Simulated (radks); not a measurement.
Q: Successive ionisation energies (eV) of one element, from differences of total energies of ions in their ground configurations, starting at charge 14: 475.71, 513.02, 550.84, 627.65, 664.72. All-electron calculation, non-relativistic Kohn-Sham, PBE, spin-unpolarised, spherical densities, point nucleus. Program: a radial shooting solver on a logarithmic mesh with Libxc functionals. Which element is it?

A: Copper (Z = 29). The first species listed is Cu14+ in [Ne] 3s2 3p3, the last Cu18+ in [Ne] 3s1.
